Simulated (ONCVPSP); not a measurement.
**lutetium (Lu): one change to an ONCV potential, before and after**

| Item | Value |
| --- | --- |
| Element | lutetium (Lu) |
| Generator | ONCVPSP 4.0.1 |
| Type | optimised norm-conserving Vanderbilt (ONCV) |
| Functional | PBE |
| Relativity | scalar-relativistic |
| Frozen core | [Kr] 4d10 |
| Valence charge | 25 |
| Reference configuration | 4f14 5s2 5p6 5d1 6s1.75 6p0.25 |
| Partial waves | 5s+6s: rc 1.95 bohr, ncon 5, nbas 9, qcut 6.1 1/bohr, 2 projectors; 5p+6p: rc 2.40 bohr, ncon 3, nbas 7, qcut 4.7 1/bohr, 2 projectors; 5d: rc 2.25 bohr, ncon 5, nbas 8, qcut 4.9 1/bohr, 2 projectors, debl 3.2 Ha; 4f: rc 0.75 bohr, ncon 3, nbas 8, qcut 20.9 1/bohr, 2 projectors, debl 1 Ha |
| Local potential | polynomial inside 0.75 bohr (lpopt 5, dvloc0 -1 Ha) |
| Core correction | Teter function, fcfact 2, rcfact 1.75 |

Change: all radii but the core radius scaled by about 1.33 (s 2.58, p 3.18, d 2.98, f 1.00 bohr); local potential polynomial inside 1.00 bohr (lpopt 5, dvloc0 -1 Ha).

Cutoffs: the cutoffs (Ha) at which the residual kinetic energy of the hardest occupied pseudo-wave falls to 1 and 0.1 mHa per electron; they do not see the model core or the augmentation charge, which bear on the density cutoff. Errors are all-electron minus pseudo energies relative to the spin-unpolarised reference configuration.

Task: What does the change do?

Result: The potential gets softer (193 Ha and 211 Ha → 156 Ha and 172 Ha); both files keep a bound ghost (s); the lowest positive-energy flag moves from p at 3.2 eV to p at 27.2 eV; the number of tests with a reliable result goes from 4 to 3; of the 3 tests that both files solve, the error grows in 3 and shrinks in 0 by more than 15 % and 0.3 meV (median size 7.3 → 19.2 meV). A larger radius leaves more room for a smooth pseudo-wave, so fewer plane waves are needed. More of the atom is replaced by a form fitted at one configuration, so other configurations suffer.

| quantity | base | changed |
| --- | --- | --- |
| cutoff, loose | 193 Ha | 156 Ha |
| cutoff, tight | 211 Ha | 172 Ha |
| loose cutoff by channel | s 15 Ha, p 8.5 Ha, d 10 Ha, f 193 Ha | s 8.5 Ha, p 7.2 Ha, d 8.7 Ha, f 156 Ha |
| bound ghosts | s | s |
| GHOST(+) flags under 300 eV | p at 3.2 eV, d at 246.5 eV | p at 27.2 eV, d at 140.3 eV |
| tests with a reliable result | 4 of 4 | 3 of 4 |
| error for 4f14 5s2 5p6 5d1 6s1 6p0, meV [ΔE 6.53 eV] | -2.0 | -6.2 |
| error for 4f14 5s2 5p6 5d1 6s0 6p0, meV [ΔE 19.81 eV] | -8.6 | -35 |
| error for 4f14 5s2 5p6 5d2 6s1 6p0, meV [ΔE 2.17 eV] | -7.3 | -19 |
| rms error of d²Exc/dni dnj with the model core, mHa | 2.37 | 2.63 |

 A true bound ghost makes a file unfit for plane-wave use even where its test errors are small: the radial tests pick states by their node count and pass the ghost by.
